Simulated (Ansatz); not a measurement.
The same path of BClFH2O (6 atoms, charge 1, multiplicity 1) was run twice with different band settings. The coordinate that changes most is the dihedral H6–O1–B2–Cl4.

All numbers below come from RKS PBE0-D4/6-31G in Ansatz 0.2.0.

Relaxed end points:

```xyz
6
Properties=species:S:1:pos:R:3
O -0.245 0.744 0.090
B 0.285 -0.642 -0.046
F 1.508 -0.734 0.460
Cl -0.706 -1.832 -0.791
H -1.135 1.012 -0.225
H 0.293 1.452 0.511
```

```xyz
6
Properties=species:S:1:pos:R:3
O -0.245 0.744 0.090
B 0.286 -0.642 -0.046
F 1.508 -0.733 0.460
Cl -0.706 -1.832 -0.790
H 0.292 1.453 0.511
H -1.135 1.010 -0.225
```

Common settings: spring 5.0 eV/Å²; optimiser quadratic models (default); start path IDPP; force threshold 0.05 eV/Å; iteration limit 60; end points relaxed.

| run | movable images | climbing image |
| --- | --- | --- |
| 1 | 7 | yes |
| 2 | 6 | no |

(1) What does each run give, and how far can it be trusted?

Results:

(1) Run 1: converged after 6 iterations, highest image 0.361 eV above the first end. A vibrational analysis at the climbing image gives one clearly imaginary mode, 374i cm⁻¹: a first-order saddle point.
Run 2: converged after 6 iterations, highest image 0.344 eV above the first end. No image climbed, so the highest image needn't sit at the top of the path.
Limits of this set-up: no polarisation functions, the dipole of an ion depends on the origin.
